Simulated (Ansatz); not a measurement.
`N[BH][GeH3]` + H₂Se → `NB[SeH]` + GeH₄ at 700 K and 1 bar (cleavage of the B–Ge bond).

Calculated with Ansatz (gas phase, PBE0-D4/def2-TZVP geometries, no zero-point term in ΔE). CBS: MP2 limit from def2 TZ/QZ plus the TZ coupled-cluster correction, frozen cores. For Ge, Se outer-core shells are correlated without core-valence functions, which leaves a few kJ/mol of doubt a bond. Scalar relativity is left out up to krypton. One conformer a species, not always the lowest.

```
      species  CCSD(T)/CBS energy (Eh)  H − E (kJ/mol)  S (J/(mol·K))
`N[BH][GeH3]`              -2159.24602           230.3          405.1
         H₂Se              -2401.89790            61.1          251.1
    `NB[SeH]`              -2482.67368           178.9          366.8
         GeH₄              -2078.49493           112.9          267.3
```

H − E and S are ideal-gas, rigid-rotor, harmonic terms from PBE0-D4/def2-TZVP, for one conformer and one mirror image of each species. 1 Eh = 2625.50 kJ/mol, R = 8.31446 J/(mol·K).

Problem. By hand: ΔE, ΔH, ΔS and ΔG.

Solution. ΔE = (-2482.67368) + (-2078.49493) − (-2159.24602) − (-2401.89790) = -0.02469 Eh = -64.8 kJ/mol. Δ(H − E) = 178.9 + 112.9 − 230.3 − 61.1 = 0.4, so ΔH = -64.4 kJ/mol. ΔS = 366.8 + 267.3 − 405.1 − 251.1 = -22.1 J/(mol·K). ΔG = -64.4 − 700 × (-22.1)/1000 = -48.9 kJ/mol.

Problem. By hand: the equilibrium constant, and the temperature at which ΔG would vanish if ΔH and ΔS stayed fixed.

Solution. log₁₀ K = −ΔG/(RT ln 10) = 3.6. ΔG = 0 at ΔH/ΔS = 2914 K, far beyond where these terms or the molecules hold.

ΔH outweighs TΔS. A doubt of 5 kJ/mol in ΔE shifts log₁₀ K by 0.4 here. Other conformers and mirror images would add mixing entropy, several J/(mol·K) or more a flexible species. These are equilibria of isolated gas molecules and say nothing of rates. Largest T1 diagnostic: 0.013 (customary marks: 0.02 for closed shells, 0.045 for open ones).
